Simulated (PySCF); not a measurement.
**A thermochemical cycle for LiSe**

PBE0 in PySCF with def2-SVPD on every atom, for the lowest determinant that a PBE0 search found; no spin–orbit coupling. LiSe, a doublet (π ↑), has De = 2.97 eV to neutral atoms, and LiSe⁺, a triplet (π ↑↑), has De = 0.91 eV to Li⁺ + Se.

The adiabatic ionisation energy of LiSe, between the minima, is 7.53 eV.

**Question.** Which ionisation energy of the Li atom does this level give?

**Answer.** IE(Li) = IE(molecule) + De(ion) − De(neutral) = 7.53 + 0.91 − 2.97 = 5.47 eV; the measured value is 5.392 eV (NIST ASD).

Spin–orbit coupling is left out. For an ion De counts to the pair picked by the measured ionisation energies or electron affinities, which need not be the lowest pair at this level. States were picked by a PBE0 search and need not be the measured ground states.
